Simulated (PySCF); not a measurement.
Structure from NMR data

An unknown has the formula C10H6O2. Its calculated NMR data are:

1H NMR (500 MHz, computed): δ 8.53 (d, 2H), 8.06 (m, 2H), 7.10 (s, 2H).

13C{1H} NMR (computed): δ 190.7 (C), 144.5 (CH), 139.7 (CH), 134.8 (C), 133.5 (CH).

Isolated molecule, one computed conformer, no relativistic terms, rapidly exchanging positions averaged. GFN2-xTB structure; shieldings: GIAO PBE0/pcSseg-1; PySCF 2.14.0 with density-fitted response routines.

References, each an isolated molecule treated in the same way: 1H, 13C against TMS.

**Question.** What is the structure?

**Answer.** 
The formula gives 8 degrees of unsaturation (2 rings in the answer). 5 carbon signals for 10 carbons: some carbons are equivalent by symmetry or fast rotation. Carbon types of the structure: 4 × C, 6 × CH, which accounts for all hydrogens. δC 190.7: ketone carbonyl carbon; the double bond to the heteroatom, with no lone-pair donor beside it, deshields it most. δC 144.5: β carbon of a C=C–C=O unit; conjugation with the carbonyl draws π density from the β position. δC 139.7, 133.5: aromatic CH; the aromatic region. δC 134.8: substituted aromatic carbon. δH 8.53, 8.06: hydrogen on an aromatic CH. δH 7.10: hydrogen on a β carbon of a C=C–C=O unit; olefinic region.

Structure: 1,4-naphthoquinone (C1=CC(=O)C2=CC=CC=C2C1=O).

This is the structure that produced the data.

Shifts are as computed. Against solution values, carbons near 30 ppm lie about +3 ppm off and those near 130 ppm about +5 ppm. Of 1211 compounds with measured shifts, 218 miss one by over three times the rms of a fit or turn the order of signals round; such compounds aren't used in these exercises. No couplings were computed; multiplicities are counted from neighbouring protons, with m where these are inequivalent, close in shift, in a saturated or five-membered ring or joined by F or P, and br s for small geminal =CH2 splittings.
